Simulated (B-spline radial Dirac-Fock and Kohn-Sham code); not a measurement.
# Relativistic shifts of the levels of Re⁷¹⁺

System: rhenium as Re⁷¹⁺ in the configuration 1s2 2s2.

Both columns are ΔSCF binding energies of the configuration average from an atomic code on a B-spline grid: non-relativistic Hartree-Fock with a point nucleus, and Dirac-Fock with a finite nucleus and the Coulomb interaction alone, averaged over the two j levels with weights 2j+1.

| shell | Hartree-Fock (eV) | Dirac-Fock (eV) | shift (eV) | shift (%) |
| --- | --- | --- | --- | --- |
| 1s | 74460.6 | 80922.0 | +6461.39 | +8.68 |
| 2s | 18026.5 | 19993.7 | +1967.17 | +10.91 |

Relativity binds 1s, 2s more strongly, among those listed most of all 2s in relative terms.

Values without a named source are computed, but for edge energies of neutral atoms, which are taken from tables.
